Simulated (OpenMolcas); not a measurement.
**Pd2+ in a point-charge field**

Pd2+ among 4 point charges of -2.5 e arranged as a tetrahedron (Td), 1.98 Å from the ion. The active orbitals were held to one l.
```
   1.1432    1.1432    1.1432  -2.50
   1.1432   -1.1432   -1.1432  -2.50
  -1.1432    1.1432   -1.1432  -2.50
  -1.1432   -1.1432    1.1432  -2.50
```

| Quantity | Value |
| --- | --- |
| Program | OpenMolcas 26.06 |
| Method | CASSCF |
| Basis | ANO-RCC-VTZP [7s6p4d2f1g] |
| Scalar Hamiltonian | DKH2, point nucleus |
| Active space | 8 electrons in 5 orbitals (4d) |
| State averaging | 2S+1 = 3 even, 10 roots; 2S+1 = 1 even, 15 roots |
| Spin-orbit coupling | RASSI with atomic mean-field integrals over the reference wave functions |

The lowest spin-free states (labels of Td), above the lowest:

```json
{"State": "3T1", "Degeneracy": "3", "E (cm-1)": "0.0", "Free-ion L (%)": "F (98)"}
{"State": "3T2", "Degeneracy": "3", "E (cm-1)": "4816", "Free-ion L (%)": "F (100)"}
{"State": "3A2", "Degeneracy": "1", "E (cm-1)": "10600", "Free-ion L (%)": "F (100)"}
{"State": "1T2", "Degeneracy": "3", "E (cm-1)": "13773", "Free-ion L (%)": "D (88)"}
{"State": "1E", "Degeneracy": "2", "E (cm-1)": "14580", "Free-ion L (%)": "D (72)"}
{"State": "3T1", "Degeneracy": "3", "E (cm-1)": "18091", "Free-ion L (%)": "P (98)"}
{"State": "1T2", "Degeneracy": "3", "E (cm-1)": "21549", "Free-ion L (%)": "G (88)"}
{"State": "1T1", "Degeneracy": "3", "E (cm-1)": "23483", "Free-ion L (%)": "G (100)"}
{"State": "1A1", "Degeneracy": "1", "E (cm-1)": "23853", "Free-ion L (%)": "G (97)"}
{"State": "1E", "Degeneracy": "2", "E (cm-1)": "26032", "Free-ion L (%)": "G (72)"}
{"State": "1A1", "Degeneracy": "1", "E (cm-1)": "51427", "Free-ion L (%)": "S (97)"}
```

The lowest levels with spin-orbit coupling:

| E (cm-1) | Degeneracy | Label | 2S+1 |
| --- | --- | --- | --- |
| 0.0 | 1 | A1 | 3 |
| 782.9 | 3 | T1 | 3 |
| 1948 | 2 | E | 3 |
| 2843 | 3 | T2 | 3 |
| 6864 | 3 | T2 | 3 |
| 7093 | 3 | T1 | 3 |
| 7788 | 2 | E | 3 |
| 7914 | 1 | A2 | 3 |
| 12952 | 3 | T2 | 3 (84 %) |
| 16009 | 2 | E | 1 (72 %) |
| 16261 | 3 | T2 | 1 (62 %) |
| 20462 | 3 | T2 | 3 (79 %) |
| 20742 | 2 | E | 3 (73 %) |
| 21148 | 3 | T1 | 3 |
| 21429 | 1 | A1 | 3 |
| 24190 | 3 | T2 | 1 |
| 25913 | 3 | T1 | 1 |
| 26321 | 1 | A1 | 1 |
| 28676 | 2 | E | 1 |
| 54168 | 1 | A1 | 1 |

Powder χT (cm3 K/mol): 0.0132 at 2 K, 0.0658 at 10 K, 0.329 at 50 K, 0.658 at 100 K, 1.3 at 200 K, 1.85 at 300 K. The effective moment at 300 K is 2.828 √(χT) = 3.84 μB.

The lowest level has 2S+1 = 3, for which the spin-only value is χT = S(S+1) / 2 = 1.000 cm3 K/mol (g = 2). The computed 1.847 at 300 K differs by +0.847, through orbital momentum, spin-orbit coupling and any other state in reach. With a threefold ground state the orbital momentum is unquenched, so the spin-only value is not expected to hold.

A least-squares ligand-field fit to the states below 45000 cm-1, each weighted by its degeneracy and with a free common offset, gives 10Dq = -5418 cm-1 (negative for this site), B = 936 cm-1 and C = 3785 cm-1 (C/B = 4.04), with an rms deviation of 150 cm-1.

An orbital triplet at a regular site is open to Jahn-Teller coupling, which can distort the site and quench the lowest spin-orbit gaps and is left out. Without dynamic correlation the repulsion within the d shell is too large (B by tens of per cent), so at a given field states of lower spin stand too high. Real 4d8 and 5d8 ions are as a rule square planar and diamagnetic. Point charges carry no covalency, so the field is a model and not that of real ligands. No measured value stands beside these numbers.
